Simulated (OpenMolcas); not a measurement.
W4+ among 4 point charges of -2 e arranged as a tetrahedron (Td).

```json
{
  "Program": "OpenMolcas",
  "Method": "CASSCF",
  "Basis": "ANO-RCC-VDZP [7s6p4d2f1g]",
  "Scalar Hamiltonian": "DKH2, point nucleus",
  "Active space": "2 electrons in 5 orbitals (5d)",
  "State averaging": "2S+1 = 3 even, 10 roots; 2S+1 = 1 even, 15 roots",
  "Spin-orbit coupling": "RASSI with atomic mean-field integrals over the reference wave functions"
}
```

All point charges move together. At R = 2.06 Å |10Dq| is 4689 cm-1, and at R = 2.38 Å it is 2672 cm-1.

Problem. A third run gives 3360 cm-1. What distance was it run at?

Solution. With a power law R^-n the two known points give n = -ln(2672 / 4689) / ln(2.38 / 2.06) = 3.89. Then R = 2.06 × (4689 / 3360)^(1/3.89) = 2.244 Å. The run was at 2.25 Å, so the estimate is off by -0.006 Å.

Without dynamic correlation the repulsion within the d shell is too large (B by tens of per cent), so at a given field states of lower spin stand too high. Spin-orbit coupling mixes the spin-free states strongly: the lowest level takes only 54 % from its leading state, 3A2 (figures for R = 2.06; the like holds for R = 2.25, R = 2.38). The ground term spreads over less than 5000 cm-1, several times less than with real ligands, so orbital moments are less quenched and χT lies further from the spin-only value than at real sites (holds for R = 2.38). This is an electrostatic model: the charges have no orbitals. No measured value stands beside these numbers.
